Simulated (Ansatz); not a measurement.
Z-matrix (Å, degrees):
```
C
Si 1 1.858
H 1 1.094 2 110.9
H 1 1.093 2 111.6 3 -120.9
H 1 1.092 2 109.8 3 119.5
N 2 1.711 1 107.3 3 54.3
O 2 1.645 1 112.7 3 -67.7
S 2 2.143 1 111.9 3 -179.6
H 6 1.007 2 121.2 1 162.9
H 6 1.006 2 120.4 1 14.1
H 7 0.959 2 115.0 1 92.0
H 8 1.343 2 93.6 1 -58.1
```

Total charge 0; spin multiplicity 1.

**Question.** List the PBE/def2-TZVPP orbital energies in eV (Ansatz). (Best estimate.)

**Answer.** The calculation gave: Occupied: -2395.23, -1780.24, -510.05, -380.05, -268.48, -208.21, -154.36, -154.25, -154.13, -137.81, -94.58, -94.56, -94.51, -24.88, -21.15, -17.85, -17.12, -13.41, -12.24, -11.70, -10.07, -9.86, -9.72, -8.86, -8.58, -7.97, -7.06, -6.42, -5.75. Lowest empty: -0.37, 0.21, 0.63, 0.92, 1.31, 1.66, 2.09, 2.31.
